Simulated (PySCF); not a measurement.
# Relaxation of quintet RuOCl2

All numbers come from UPBE0 in PySCF with Ru def2-TZVP with ECP28, O def2-TZVP, Cl def2-TZVP; scalar-relativistic core potentials, no spin–orbit coupling; density-fitted integrals. A (50,194) grid was used.

A hand-made trigonal pyramidal start, of Cs symmetry, held to at least that symmetry:

Coordinates in bohr (charge 0 multiplicity 5):
```
Ru    0.0000   -0.9800    0.0000
O     3.2314   -0.9530    0.0000
Cl   -0.7390    1.6459   -3.2367
Cl   -0.7390    1.6459    3.2368
```

**Question.** What forces act on the atoms at the start (eV/Å)?

**Answer.** 
```json
{"atom": "Ru1", "Fx": "1.26", "Fy": "0.97", "Fz": "0.00"}
{"atom": "O2", "Fx": "-0.91", "Fy": "-0.42", "Fz": "0.00"}
{"atom": "Cl3", "Fx": "-0.18", "Fy": "-0.28", "Fz": "-0.57"}
{"atom": "Cl4", "Fx": "-0.18", "Fy": "-0.28", "Fz": "0.57"}
```

**Question.** What does it relax to?

**Answer.** It ends at C2v with Ru–Cl 2.234 Å (×2), Ru–O 1.702 Å; Cl–Ru–Cl 153.6°, Cl–Ru–O 103.2° (×2) (after a last refinement on a finer grid). A frequency run shows a minimum.

**Question.** How much energy is released, and in how many steps?

**Answer.** 68.7 kJ/mol in 11 steps.

With open d or f shells other occupations or spin states may lie lower. At this level a broken-symmetry Ms = 0 minimum of C2v symmetry lies 61 kJ/mol below this structure.

The relaxation took 41 s on 4 threads of a shared Arm Neoverse V2 host, with 145 basis functions and 12 gradients; the process peaked at 0.81 GiB. Launch command: `OMP_NUM_THREADS=4 python axn.py task.json out`.
